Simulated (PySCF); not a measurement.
## Orbital picture of PbBr

PBE0 at R = 2.610 Å; basis Pb def2-TZVPP with ECP60, Br def2-TZVPP; scalar-relativistic core potentials; PySCF 2.14. State: ²Π (doublet), unpaired electrons π ↑. Only the outer orbitals are listed, counted within each symmetry, core potentials removing the inner ones.

| spin | orbital | occ. | ε (eV) | on Pb (%) | main shells (%) |
| --- | --- | --- | --- | --- | --- |
| α | 10σ | 1 | -20.48 | 9 | 91 Br s |
| α | 11σ | 1 | -14.14 | 86 | 86 Pb s, 9 Br p |
| α | 12σ | 1 | -8.45 | 30 | 70 Br p, 21 Pb p |
| α | 6π | 1 | -8.15 | 9 | 91 Br p |
| α | 6π | 1 | -8.10 | 7 | 93 Br p |
| α | 7π | 1 | -4.86 | 92 | 92 Pb p |
| α | 7π | 0 | -3.13 | 94 | 94 Pb p |
| α | 13σ | 0 | -1.10 | 86 | 77 Pb p, 13 Br p |
| α | 8π | 0 | 2.47 | 100 | 99 Pb p |
| β | 10σ | 1 | -20.42 | 8 | 92 Br s |
| β | 11σ | 1 | -13.45 | 85 | 84 Pb s, 11 Br p |
| β | 12σ | 1 | -8.32 | 30 | 69 Br p, 19 Pb p, 10 Pb s |
| β | 6π | 1 | -8.09 | 6 | 94 Br p |
| β | 6π | 1 | -7.93 | 5 | 95 Br p |
| β | 7π | 0 | -2.80 | 95 | 94 Pb p |
| β | 7π | 0 | -2.09 | 96 | 96 Pb p |
| β | 13σ | 0 | -0.82 | 87 | 79 Pb p, 11 Br p |

Question: Which are the highest filled and the lowest empty level, where do they sit, and how wide is the gap?

Answer: Highest filled α 7π at -4.86 eV (in %: 92 Pb p); lowest empty α 7π at -3.13 eV (in %: 94 Pb p); the gap at PBE0 is 1.73 eV. Both belong to one degenerate shell, split only by its one-sided filling, so this is no excitation gap.

```
bond order (Mayer)                               : 1.00
⟨S²⟩                                             : 0.753
charge on Pb (Mulliken, basis-dependent)         : 0.41
charge on Pb (Löwdin, basis-dependent)           : 0.12
dipole moment (positive dipole means Pb(−)Br(+)) : -3.51 D
polarisability along the bond                    : 89.4 bohr³
polarisability across the bond                   : 47.7 bohr³
```

Spin–orbit coupling is left out, which matters for elements this heavy, above all for dissociation energies. The state was picked by a PBE0 search and need not be the measured ground state.
